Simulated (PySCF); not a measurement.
**Relaxation of singlet TaN(OH)₂**

Method: PBE0/[Ta def2-TZVP with ECP60, N def2-TZVP, O def2-TZVP, H def2-TZVP], scalar-relativistic core potentials, density fitting, no spin–orbit coupling, PySCF. A (50,194) grid was used.

A hand-made T-shaped (ligand arrangement 2) (heavy-atom frame) start, with no symmetry imposed:

```xyz
6
charge 0 multiplicity 1, angstrom
Ta    0.0474   -0.0032   -0.1674
N     1.9063   -0.0032   -0.1025
O     0.0474   -0.0032    1.9226
O    -2.0413   -0.0032   -0.0945
H    -0.6880   -0.0032    2.5397
H    -2.6580    0.7322   -0.0729
```

Optimiser trace:
```json
{"step": "0", "E − E(last) (kJ/mol)": "353.59", "largest gradient (Eh/bohr)": "0.11946"}
{"step": "2", "E − E(last) (kJ/mol)": "164.45", "largest gradient (Eh/bohr)": "0.04904"}
{"step": "4", "E − E(last) (kJ/mol)": "75.76", "largest gradient (Eh/bohr)": "0.06069"}
{"step": "6", "E − E(last) (kJ/mol)": "40.29", "largest gradient (Eh/bohr)": "0.02754"}
{"step": "8", "E − E(last) (kJ/mol)": "26.36", "largest gradient (Eh/bohr)": "0.01992"}
{"step": "10", "E − E(last) (kJ/mol)": "16.97", "largest gradient (Eh/bohr)": "0.01514"}
{"step": "12", "E − E(last) (kJ/mol)": "8.21", "largest gradient (Eh/bohr)": "0.02356"}
{"step": "14", "E − E(last) (kJ/mol)": "2.90", "largest gradient (Eh/bohr)": "0.00885"}
{"step": "16", "E − E(last) (kJ/mol)": "1.12", "largest gradient (Eh/bohr)": "0.00875"}
{"step": "18", "E − E(last) (kJ/mol)": "0.25", "largest gradient (Eh/bohr)": "0.00331"}
{"step": "20", "E − E(last) (kJ/mol)": "0.04", "largest gradient (Eh/bohr)": "0.00061"}
{"step": "22", "E − E(last) (kJ/mol)": "0.01", "largest gradient (Eh/bohr)": "0.00053"}
{"step": "24", "E − E(last) (kJ/mol)": "0.00", "largest gradient (Eh/bohr)": "0.00046"}
{"step": "25", "E − E(last) (kJ/mol)": "0.00", "largest gradient (Eh/bohr)": "0.00012"}
```

It ends at C1 with O–H 0.960 Å (×2), Ta–N 1.695 Å, Ta–O 1.921 Å, Ta–O 1.939 Å; H–O–Ta 119.1°, H–O–Ta 121.3°, N–Ta–O 103.6°, N–Ta–O 106.4°, O–Ta–O 111.9°. No frequency check is given, so it may be a saddle point.

Final geometry:
Coordinates in bohr (charge 0 multiplicity 1):
```
Ta   -0.3090   -0.8994    0.7159
N     1.7623    0.8466   -0.9939
O     0.4314    0.0323    4.1819
O    -3.6281    0.1735   -0.2926
H    -0.7948   -0.3244    5.4741
H    -3.8611    1.5245   -1.4791
```

Stability towards spin polarisation was not tested. No spin–orbit coupling is included, which matters more the heavier the element.

The relaxation took of the order of 22 core-minutes on a shared host.
